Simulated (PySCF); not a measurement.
Structure problem from calculated spectra and properties.

Formula: C3H8OSi.

| Quantity | Value |
| --- | --- |
| Triplet | lowest triplet excitation (Tamm–Dancoff): 6.48 eV [TDA B3LYP/def2-SVPD] |
| UV, strongest line | among the 8 lowest singlet transitions: S6 at 7.95 eV (156 nm, f = 0.028) [TDDFT B3LYP/def2-SVPD] |
| Rotational structure | rotational constants A, B, C: 6.185, 4.489, 2.892 GHz [GFN2-xTB] |
| UV, first state | lowest singlet excitation: 6.70 eV (185 nm, f = 0.003) [TDDFT B3LYP/def2-SVPD] |
| 13C NMR | chemical shifts (computed TMS as zero) by class: 72.6 (1 C), 29.4 (1 C), 11.6 (1 C) ppm [GIAO PBE0/pcSseg-1] |
| XPS | Si2p3/2 106.9, C1s 290.1, C1s 290.7, C1s 292.1, O1s 537.7, Si1s 1846.7 eV [ΔSCF SCAN, pcX-2 on the ionised atom, pcseg-1 elsewhere, spin-free X2C, 2p3/2 from a spin–orbit splitting computed afterwards within the 2p shell] |
| Polarisability | 62.5 au [B3LYP/def2-SVPD] |
| Dipole | 1.64 D [B3LYP/def2-SVPD] |

Electronic properties: PySCF, gas phase, density fitting. Levels stand in brackets. Isolated species at its GFN2-xTB geometry (one conformer only). NMR values are class means; diastereotopic atoms form classes of their own.

Q: Give a SMILES that accounts for the data.

A: Numbering: `[CH2:1]1[CH2:2][O:3][SiH2:4][CH2:5]1`. Its formula, C3H8OSi, gives 1 degree of unsaturation: 1 ring and 0 π bonds in the structure found. 3 carbons fall into 3 classes; from least to most shielded: ring sp3 carbon bound to oxygen [C2] (72.6 ppm), ring CH2 carbon [C1] (29.4 ppm), ring sp3 carbon bound to silicon [C5] (11.6 ppm). The core levels belong to: Si2p3/2 106.9 eV, oxygen-bound silicon [Si4]; C1s 290.1 eV, sp3 carbon bound to silicon [C5]; C1s 290.7 eV, ring CH2 carbon [C1]; C1s 292.1 eV, sp3 carbon bound to oxygen [C2]; O1s 537.7 eV, silyl ether oxygen [O3]; Si1s 1846.7 eV, oxygen-bound silicon [Si4]. The optimised geometry has point group C1 and is an asymmetric top. Structure: `C1CO[SiH2]C1`. Computed isomers that give other values at the same levels: `CCC(=O)[SiH3]` (13C chemical shifts (computed TMS as zero) by class: 246.2 (1 C), 51.0 (1 C), 10.9 (1 C) ppm); `C=C(C)[SiH2]O` (13C chemical shifts (computed TMS as zero) by class: 153.7 (1 C), 132.2 (1 C), 24.1 (1 C) ppm); `C=CC[SiH2]O` (13C chemical shifts (computed TMS as zero) by class: 143.9 (1 C), 119.0 (1 C), 28.0 (1 C) ppm). The assignments are read from this structure; whether some other isomer fits the data as well wasn't checked.
